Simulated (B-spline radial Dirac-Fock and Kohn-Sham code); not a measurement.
Photoemission from La at 2530 eV, detector at θ = 30°, φ = 0°

System: neutral lanthanum, configuration [Xe] 5d1 6s2. Model: Dirac-Hartree-Slater photoionisation with a Latter tail; cross sections with all multipoles, angular parameters from the dipole term and its interference with E2. Program: a B-spline atomic structure program. Thresholds are tabulated edges, those marked * orbital energies of the model. For linearly polarised light dσ/dΩ = σ/(4π) [1 + β P₂(cos θ) + (δ + γ cos²θ) sin θ cos φ], with θ from the polarisation vector and φ the angle between the beam and the projection of the electron momentum on the plane normal to the polarisation. The dipole factor is 1 + βP₂ and the non-dipole term is the rest of the bracket. Open shells are filled statistically over j.

Input file task.json (cfg lists n, l and occupation; rrms is the nuclear radius in fm):

```json
{"items": [{
  "Z": 57,
  "q": 0,
  "cfg": [[1, 0, 2], [2, 0, 2], [2, 1, 6], [3, 0, 2], [3, 1, 6], [3, 2, 10], [4, 0, 2], [4, 1, 6], [4, 2, 10], [5, 0, 2], [5, 1, 6], [5, 2, 1], [6, 0, 2]],
  "A": 139,
  "rrms": 4.855,
  "do": "xps",
  "hv": [65.1, 80, 84.4, 88.3, 108.0, 122.0, 133.0, 134.0, 136.0, 200, 300, 327.0, 390.0, 400, 600, 619.0, 1000, 1010.0, 1220.0, 1470.0, 2000, 2530.0, 3100.0, 3110.0, 3590.0, 4550.0, 4930.0, 8047.8, 8320.0, 13800.0],
  "edges": {"K": 38925.0, "L1": 6266.0, "L2": 5891.0, "L3": 5483.0, "M1": 1362.0, "M2": 1209.0, "M3": 1128.0, "M4": 853.0, "M5": 836.0, "N1": 274.7, "N2": 205.8, "N3": 196.0, "N4": 105.3, "N5": 102.5}
}]}
```

Command: `python xray2_run.py task.json out`

```csv
subshell,threshold (eV),σ (kb),β,γ,δ,dipole factor,non-dipole term,dσ/dΩ (kb/sr)
3s,1362.0,24.6,1.98,0.23,0.000,2.238,+0.085,4.56
3p1/2,1209.0,33.8,1.59,-0.02,0.002,1.991,-0.006,5.34
3p3/2,1128.0,67.2,1.63,-0.04,0.006,2.016,-0.011,10.7
3d3/2,853.0,57.9,1.25,0.35,0.070,1.781,+0.164,8.97
3d5/2,836.0,82.3,1.22,0.36,0.070,1.765,+0.172,12.7
4s,274.7,6.44,1.98,-0.02,0.000,2.240,-0.008,1.14
4p1/2,205.8,7.38,1.68,0.03,-0.001,2.047,+0.011,1.21
4p3/2,196.0,14.3,1.72,0.04,0.004,2.073,+0.016,2.37
4d3/2,105.3,9.07,1.31,0.47,0.060,1.818,+0.207,1.46
4d5/2,102.5,12.9,1.26,0.48,0.062,1.789,+0.212,2.05
5s,43.06*,1.22,1.98,-0.04,0.000,2.240,-0.017,0.217
5p1/2,27.75*,1.17,1.69,0.05,-0.001,2.054,+0.017,0.193
5p3/2,24.99*,2.21,1.73,0.06,0.004,2.080,+0.023,0.370
5d3/2,5.11*,0.0685,1.31,0.49,0.059,1.821,+0.212,0.0111
5d5/2,4.87*,0.0950,1.26,0.50,0.061,1.790,+0.217,0.0152
6s,4.93*,0.121,1.98,-0.05,0.000,2.240,-0.018,0.0214
```

Values without a named source are computed, but for edge energies of neutral atoms, which are taken from tables.
